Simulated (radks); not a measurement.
Se III, configuration [Ar] 3d10 4p2 5p2 (not the ground configuration). Calculated with a radial shooting solver on a logarithmic mesh with Libxc functionals: Dirac Kohn-Sham, exchange-only LDA, spin-unpolarised, spherical densities, finite nucleus; open shells fill j = l - 1/2 first; Fermi nuclear charge, rms radius 4.14 fm.

Normalised radial functions P(r) = r R(r) (large component), r in bohr:

```
   r/bohr * 3s1/2 (the largest magnitude, 1.45, reaches the edge; | marks zero)
  0.00725                             |    *
  0.00967                             |      *
   0.0129                             |       *
   0.0172                             |       *
  0.02313                             |        *
  0.03085                             |       *
  0.04114                             |    *
  0.05487                             |*
  0.07319                        *    |
  0.09761                 *           |
   0.1302              *              |
    0.175                 *           |
   0.2335                            *|
   0.3114                             |             *
   0.4153                             |                        *
   0.5539                             |                          *
   0.7388                             |                   *
   0.9933                             |         *
    1.325                             |  *
    1.767                             |*
    2.357                             *
    3.143                             *
    4.192                             *
    5.637                             *
    7.518                             *
    10.03                             *
    13.37                             *
```

3s1/2: eigenvalue -249.72 eV, 2 radial nodes at r = 0.0569, 0.239 bohr, <r> = 0.575 bohr, 90 % of the charge inside 0.857 bohr.
